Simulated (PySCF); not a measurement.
**Basis-set dependence of CaH at PBE**

PySCF, UKS reference; doublet, unpaired electrons σ ↑; De to Ca + H without counterpoise correction.

```
     basis     relativity  functions  Re (Å)  ωe (cm⁻¹)  De (eV)  μ (D)
  def2-SVP  no relativity         29   1.982       1280     1.87  -2.98
 def2-SVPD  no relativity         35   1.982       1285     1.94  -2.36
def2-TZVPP  no relativity         50   1.986       1286     1.94  -2.40
```

Task: How does each smaller set differ from the one with most functions, def2-TZVPP?

Result: def2-SVP: -0.4 pm, -0.5 % in ωe, -0.07 eV in De; def2-SVPD: -0.4 pm, -0.1 % in ωe, +0.00 eV in De. All at PBE; the set with most functions is neither the basis-set limit nor always the best.

A positive dipole means Ca(−)H(+). The state was picked by a PBE0 search and need not be the measured ground state.
